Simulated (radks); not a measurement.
Os3+, configuration [Xe] 4f14 5d4 6s1 (not the ground configuration).

Calculated with a radial shooting solver on a logarithmic mesh with Libxc functionals: Dirac Kohn-Sham, PBE, spin-unpolarised, spherical densities, point nucleus; open shells are shared between the two j in proportion to 2j + 1.

Energy parts (hartree):
total: -17279.5506
kinetic: 19621.7101
electron-nucleus: -43212.4672
Hartree: 6650.9528
exchange-correlation: -339.7463

Orbitals (lengths in bohr, moments of r in powers of bohr; <r^-3> diverges for s and p1/2; r(90%) holds 90 % of the orbital's charge):
orbital  occ.  eigenvalue (hartree)       <r^4>      <r^2>  <r^-3>  r(90%)
1s1/2       2             -2712.282   5.119e-07  0.0004333       -  0.0323
2s1/2       2             -473.0760  0.00007579   0.006582       -   0.116
2p1/2       2             -452.9159  0.00004544   0.004684       -   0.102
2p3/2       4             -396.6370  0.00006780   0.005880   17910   0.113
3s1/2       2             -111.0627    0.002782    0.04288       -   0.284
3p1/2       2             -102.0612    0.002444    0.03926       -   0.276
3p3/2       4             -89.78763    0.003286    0.04577    4098   0.297
3d3/2       4             -74.74143    0.002210    0.03533   711.4   0.270
3d5/2       6             -72.08329    0.002417    0.03711   599.2   0.276
4s1/2       2             -24.44474     0.06429     0.2106       -   0.620
4p1/2       2             -20.66958     0.06965     0.2163       -   0.634
4p3/2       4             -17.78690     0.09338     0.2505   963.8   0.682
4d3/2       4             -11.60092      0.1166     0.2696   148.0   0.722
4d5/2       6             -11.06705      0.1277     0.2822   121.9   0.739
4f5/2       6              -3.23781      0.3047     0.3741   23.64   0.899
4f7/2       8              -3.13454      0.3244     0.3854   22.51   0.913
5s1/2       2              -4.61633       1.838      1.125       -    1.43
5p1/2       2              -3.44335       2.674      1.336       -    1.58
5p3/2       4              -2.98152       3.720      1.574   152.4    1.71
5d3/2     1.6              -1.41041       12.70      2.768   14.04    2.34
5d5/2     2.4              -1.36094       14.13      2.921   11.38    2.40
6s1/2       1              -1.17177       60.69      6.512       -    3.44

The highest occupied level is 6s1/2 at -31.886 eV. The density falls to 0.001 e/bohr^3 at r = 3.68 bohr. Summed over all electrons, <r^2> = 39.88 bohr^2, which gives a Langevin (diamagnetic) susceptibility term of -31.6 x 10^-6 cm^3/mol.
